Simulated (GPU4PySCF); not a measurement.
C24H10N2O4, SMILES O=C1NC(=O)c2ccc3c4ccc5c6c(ccc(c7ccc1c2c73)c64)C(=O)NC5=O. Atoms are numbered in the order given.

```xyz
40

O      0.0000     2.2656     5.7126
C      0.0000     1.2502     5.0559
N      0.0000     0.0000     5.6630
C      0.0000    -1.2502     5.0559
O      0.0000    -2.2656     5.7126
C      0.0000    -1.2306     3.5662
C      0.0000    -2.4212     2.8780
C      0.0000    -2.4273     1.4732
C      0.0000    -1.2509     0.7402
C      0.0000    -1.2509    -0.7402
C      0.0000    -2.4273    -1.4732
C      0.0000    -2.4212    -2.8780
C      0.0000    -1.2306    -3.5662
C      0.0000     0.0000    -2.8580
C      0.0000     1.2306    -3.5662
C      0.0000     2.4212    -2.8780
C      0.0000     2.4273    -1.4732
C      0.0000     1.2509    -0.7402
C      0.0000     1.2509     0.7402
C      0.0000     2.4273     1.4732
C      0.0000     2.4212     2.8780
C      0.0000     1.2306     3.5662
C      0.0000     0.0000     2.8580
C      0.0000     0.0000     1.4368
C      0.0000     0.0000    -1.4368
C      0.0000     1.2502    -5.0559
O      0.0000     2.2656    -5.7126
N      0.0000     0.0000    -5.6630
C      0.0000    -1.2502    -5.0559
O      0.0000    -2.2656    -5.7126
H      0.0000     0.0000     6.6791
H      0.0000    -3.3519     3.4453
H      0.0000    -3.3900     0.9676
H      0.0000    -3.3900    -0.9676
H      0.0000    -3.3519    -3.4453
H      0.0000     3.3519    -3.4453
H      0.0000     3.3900    -0.9676
H      0.0000     3.3900     0.9676
H      0.0000     3.3519     3.4453
H      0.0000     0.0000    -6.6791
```

Geometry optimised at ωB97M-D3(BJ)/def2-SVP.

Method: TDA-B3LYP/def2-SVPD run with GPU4PySCF.

Vertical excitations. 

Computed lowest excited states:
| state | energy (eV) | λ (nm) | f | main pairs |
|---|---|---|---|---|
| S1 | 2.68 | 462 | 0.928 | HOMO→LUMO 94 % |
| S2 | 3.33 | 372 | 0.000 | HOMO−2→LUMO 95 % |
| S3 | 3.33 | 372 | 0.000 | HOMO−3→LUMO 95 % |
| S4 | 3.44 | 360 | 0.000 | HOMO−1→LUMO 77 %, HOMO→LUMO+3 15 % |
| S5 | 3.59 | 345 | 0.000 | HOMO→LUMO+1 62 %, HOMO−5→LUMO 37 % |
| S6 | 3.62 | 343 | 0.000 | HOMO→LUMO+2 48 %, HOMO−6→LUMO 48 % |
| S7 | 3.70 | 335 | 0.051 | HOMO−4→LUMO 84 % |
| S8 | 3.75 | 331 | 0.000 | HOMO→LUMO+2 40 %, HOMO−6→LUMO 37 %, HOMO→LUMO+3 18 % |
| T1 | 1.55 | 802 | 0 | HOMO→LUMO 97 % |
| T2 | 2.86 | 434 | 0 | HOMO−5→LUMO 49 %, HOMO→LUMO+1 47 % |
| T3 | 2.95 | 420 | 0 | HOMO→LUMO+2 43 %, HOMO−6→LUMO 42 %, HOMO−1→LUMO 8 % |
| T4 | 3.04 | 408 | 0 | HOMO−1→LUMO 87 % |
Triplets are in the Tamm–Dancoff approximation.
